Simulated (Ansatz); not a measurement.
Seven cases of atomisation energy with Al to Br (electronic energies, kcal/mol); geometries: B3LYP-D3(BJ)/def2-TZVP. The cases were drawn at random from those of this class that have a high level and all functionals, leaving out states under which another spin lies or may lie. Left out are anions, K, Ca, elements past Kr, ionisation of Li, Na and Mg, pi-pi* triplets of linear molecules and other triplets made from a closed-shell parent. Runs that doubt their state, and full CI more than 15 mEh from coupled cluster, are set aside; a case stays where another high level and all functionals remain. AFQMC serves as high level only in triple zeta or larger, with a steady walk, a bar under 0.8 kcal/mol and agreement with other high levels or trials where they ran; where none ran, an unstable determinant or (outside 3d species) a high T1 diagnostic also bars it, so strongly correlated cases are thinned. No case was kept or dropped by the size of a functional's miss. High levels with a bar over 0.5 kcal/mol are left out too, and the seventh case lies inside the range of the six. Affinities count positive where energy is released, gaps as the second state minus the first. B3LYP is by Ansatz (a first-principles code) in def2-TZVPD. High levels (Ansatz): P = CCSD(T)/CBS(cc-pV(T+d)Z,cc-pV(Q+d)Z) + [CCSDT(Q) - CCSD(T)]/cc-pV(D+d)Z + core + X2C; Q = CCSD(T)/CBS(cc-pVTZ,cc-pVQZ) + [CCSDT(Q) - CCSD(T)]/cc-pVDZ; R = CCSD(T)/CBS(cc-pVTZ,cc-pVQZ) + [CCSDT(Q) - CCSD(T)]/cc-pVTZ; S = CCSD(T)/CBS(def2-TZVPP,def2-QZVPP) + [CCSDT(Q) - CCSD(T)]/def2-SVP; T = CCSD(T)/CBS(def2-TZVPP,def2-QZVPP) + [CCSDT(Q) - CCSD(T)]/def2-TZVPP + [CCSDTQ - CCSDT(Q)]/def2-SVP. Radicals and triplets start from unrestricted determinants; spin-orbit coupling is neglected. Correlated methods leave the cores frozen (noble-gas shells, and filled d and f shells in the p block). Rows without X2C or -DK are non-relativistic. CBS(X,Y): correlation extrapolated as X^-3, Hartree-Fock from the larger set. A bracket is a step between two methods taken in the basis named. Functionals run without relativity, which enters their misses. 'core' is core correlation in cc-pwCVTZ (1s frozen past Ne), 'X2C' scalar relativity in cc-pVTZ-DK, both at CCSD(T). Where a partner has so few electrons that a lower coupled-cluster level is exact, that level stands in. Spin-orbit terms, left out, reach several kcal/mol for Br and I, and more for heavier atoms.

| case | B3LYP | level | high level |
|---|---|---|---|
| SiHBrF (SMILES F[SiH]Br, doublet) | 281.2 | S | 288.3 |
| H4SiPO (SMILES O[SiH]P, doublet) | 497.2 | P | 501.7 |
| BHSeF (SMILES [SeH][B]F, doublet) | 301.8 | R | 301.1 |
| CH4FGe (SMILES [CH3][GeH][F], doublet) | 544.6 | Q | 551.6 |
| CH4FGa (SMILES [CH3][GaH][F]) | 545.6 | Q | 556.0 |
| GaH2Cl (SMILES [Cl][GaH2]) | 215.9 | T | 224.6 |
| GaH3S (SMILES [SH][GaH2]) | 285.7 | T | withheld |

Problem. Fit a straight line from B3LYP to the high level over the first six rows by least squares, predict the seventh, and compare with the calculation.

Solution. Means: B3LYP 397.72, high level 403.88. Sxx = 109175, Sxy = 109846, slope 1.0062, intercept +3.70 kcal/mol; residual standard deviation 4.2 kcal/mol. Seventh row: 1.0062·(285.7) +3.70 = 291.2 kcal/mol. The calculation gave 293.1 kcal/mol: the line differs from it by -1.9, B3LYP itself by -7.4.
